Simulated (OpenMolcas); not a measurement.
## Mn⁴⁺: the spin-orbit constant, worked from levels

```yaml
Program: OpenMolcas 26.06
Basis: ANO-RCC-VQZP [7s6p4d3f2g1h]
Scalar_Hamiltonian: DKH2, point nucleus
Active_space: 3 electrons in 5 orbitals (3d)
State_averaging: 2S+1 = 4 even, 10 roots; 2S+1 = 2 even, 40 roots
Spin-orbit_coupling: state interaction with AMFI integrals over the reference wave functions, term energies averaged over their components
```

Methods: CASSCF; MS-CASPT2, IPEA 0.25 Eh, imaginary shift 0.1 Eh (closed shells correlated: 3s 3p). Measured levels: Corliss and Sugar, J. Phys. Chem. Ref. Data 6, 1253 (1977).

**The spin-orbit constant.** For the Hund term 4F of d3, E(J) = (A/2) J(J+1) + constant and ζ = 2S·A = 3A. From J = 3/2 to J = 9/2 the energy changes by 10.5 A.

| Source | E(9/2) - E(3/2) | A | ζ |
| --- | --- | --- | --- |
| CASSCF | 1458.6 | 138.9 | 417 |
| MS-CASPT2 | 1460.4 | 139.1 | 417 |
| measured | 1412.2 | 134.5 | 403 |

All in cm-1. MS-CASPT2 is off by +3.4 % and CASSCF by +3.3 %. Both methods take the spin-orbit matrix elements from the reference wave functions, so the second can move ζ only through the term energies and any multistate remixing. Second-order mixing with other terms is absorbed into this ζ.

Term energies are means over components that CASPT2 splits; among the terms shown or strongly mixed into the levels shown the widest spread is 1000 cm-1 (3d3 4F, MS-CASPT2). Without dynamic correlation excited terms often stand tens of per cent too high (terms of higher spin than the ground term too low), and those without a measured partner can miss by more than the paired ones (holds for CASSCF). Measured partners are found by configuration, term and J. A level has none where our copy of the source lacks it or the pairing is in doubt (some pairs that miss far off the trend of their configuration count as doubtful), and it then counts in no deviation. Only configurations of the active space appear.
